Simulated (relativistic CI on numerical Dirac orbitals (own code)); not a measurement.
# Line list: Electric-dipole lines, Au²⁸⁺

Calculated at this level of theory: Dirac-Coulomb-Breit CI, separate exchange-only KLI orbitals for each configuration, a model potential for QED, unscaled Slater integrals (own radial code, finite nucleus).

Configurations in the expansion (outside the closed core [Ar] 3d10 4p6 4d10): 4s²4f⁵, 4s²4f⁴5s, 4s²4f³5s², 4s²4f⁴5p, 4s²4f³5s5p, 4s²4f³5p², 4s4f⁶, 4s²4f⁴6s. Levels of other configurations are missing.

```
λ vac (nm)                Lower                 Upper   A (s⁻¹)  E lower (cm⁻¹)  E upper (cm⁻¹)
    8.7240    4s²4f⁵ ⁶H°7/2 [2]  4s²4f⁴5s ⁶I7/2 [199]  1.68e+05           18687         1164948
    8.8411    4s²4f⁵ ⁶H°9/2 [4]  4s²4f⁴5s ⁶I7/2 [199]  4.24e+04           33862         1164948
    8.8527   4s²4f⁵ ⁶H°11/2 [7]  4s²4f⁴5s ⁶I9/2 [200]  1.95e+05           45409         1175002
    9.0804   4s²4f⁵ ⁶F°9/2 [11]  4s²4f⁴5s ⁶I7/2 [199]  2.16e+04           63678         1164948
    9.0962  4s²4f⁵ ⁶F°11/2 [14]  4s²4f⁴5s ⁶I9/2 [200]  2.50e+05           75639         1175002
    9.1238   4s²4f⁵ ⁶F°5/2 [12]  4s²4f⁴5s ⁶I7/2 [199]  3.78e+04           68915         1164948
    9.1451  4s²4f⁵ ⁴K°11/2 [18]  4s²4f⁴5s ⁶I9/2 [200]  6.42e+05           81519         1175002
    9.2188   4s²4f⁵ ⁴I°9/2 [16]  4s²4f⁴5s ⁶I7/2 [199]  1.72e+05           80212         1164948
    9.2931   4s²4f⁵ ⁴G°7/2 [20]  4s²4f⁴5s ⁶I7/2 [199]  2.78e+05           88884         1164948
    9.3803  4s²4f⁵ ⁴H°11/2 [30]  4s²4f⁴5s ⁶I9/2 [200]  1.58e+05          108935         1175002
    9.4136   4s²4f⁵ ⁴G°9/2 [25]  4s²4f⁴5s ⁶I7/2 [199]  1.83e+05          102652         1164948
    9.4655   4s²4f⁵ ⁴F°5/2 [29]  4s²4f⁴5s ⁶I7/2 [199]  4.54e+04          108483         1164948
    9.5779  4s²4f⁵ ²H°11/2 [46]  4s²4f⁴5s ⁶I9/2 [200]  1.46e+06          130933         1175002
    9.6282   4s²4f⁵ ⁴G°9/2 [41]  4s²4f⁴5s ⁶I7/2 [199]  5.16e+04          126332         1164948
    9.7681   4s²4f⁵ ⁴F°5/2 [54]  4s²4f⁴5s ⁶I7/2 [199]  9.05e+04          141207         1164948
    9.8059   4s²4f⁵ ⁴G°5/2 [58]  4s²4f⁴5s ⁶I7/2 [199]  8.91e+04          145154         1164948
    9.8193  4s²4f⁵ ⁴G°11/2 [67]  4s²4f⁴5s ⁶I9/2 [200]  1.13e+05          156601         1175002
    9.8883  4s²4f⁵ ⁴K°11/2 [74]  4s²4f⁴5s ⁶I9/2 [200]  6.33e+05          163704         1175002
    10.031  4s²4f⁵ ²H°11/2 [86]  4s²4f⁴5s ⁶I9/2 [200]  1.23e+05          178050         1175002
    10.171  4s²4f⁵ ⁴H°11/2 [99]  4s²4f⁴5s ⁶I9/2 [200]  8.84e+04          191834         1175002
```

Terms are leading LS components. Brackets give the number of a level in order of energy, since labels repeat. The list gives strong lines, with weight on those to low levels, without lines whose two gauges differ by over a factor of 2.5, among the lowest 200 of 2907 levels, so that lines to higher ones, which can be the strongest, are missing. Levels whose partners in the same complex of configurations lie outside the list can be far off, and so can their lines. Rates are taken at the computed energies, electric ones in the length gauge.

At this charge energies of transitions that change n are usually good to better than 1 %, and those within a shell (Δn = 0) to a few per cent. Terms inside the open d or f shell come out 10 to 20 % too wide with unscaled integrals.

LS names give the leading component of a level, which can be under half, so a name can repeat, a term be missing and a line seem to break the LS rules.
